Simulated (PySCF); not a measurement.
## Cr⁺: ionisation energy

Cr⁺ [Ar] 3d5 (6S) → Cr²⁺ [Ar] 3d4 (5D), as a difference of total energies. Calculation: PySCF 2.14, in cc-pVTZ-DK (7s6p4d2f1g, 68 functions); the spin-free X2C one-electron Hamiltonian (Gaussian nucleus). Correlated levels: valence: [Ar] frozen. The calculations carry no spin-orbit coupling.

| method | ionisation energy (eV) |
| --- | --- |
| UHF | 15.007 |
| TPSS | 16.845 |
| PBE | 17.163 |
| MP2 (valence) | 15.981 |
| SCS-MP2 (valence) | 15.332 |

How much does correlation contribute at MP2 (valence)?

15.981 − (15.007) = 0.974 eV, measured against UHF.

The reference lies between the lowest fine-structure levels, while these numbers refer to the centres of the terms.

Errors of the correlated levels include the incompleteness of this basis and the frozen core.

For comparison: 16.486 eV (measured; NIST Atomic Spectra Database, ionization energies).
